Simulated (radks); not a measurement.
Initial-state core-level shifts of the silicon ion Si+ when its valence configuration changes from [Ne] 3s2 3p1. All-electron calculation, Dirac Kohn-Sham, PBEsol, spin-unpolarised, spherical densities, point nucleus; open shells are shared between the two j in proportion to 2j + 1. Program: a radial shooting solver on a logarithmic mesh with Libxc functionals. Shifts are changes of the shell-averaged eigenvalues in eV (positive: less bound).

3s1 3p2: 1s -1.632; 2s -1.596; 2p -1.581
3p3: 1s -3.183; 2s -3.119; 2p -3.087
3s1.5 3p1.5: 1s -0.827; 2s -0.808; 2p -0.801
3s0.5 3p2.5: 1s -2.417; 2s -2.366; 2p -2.343
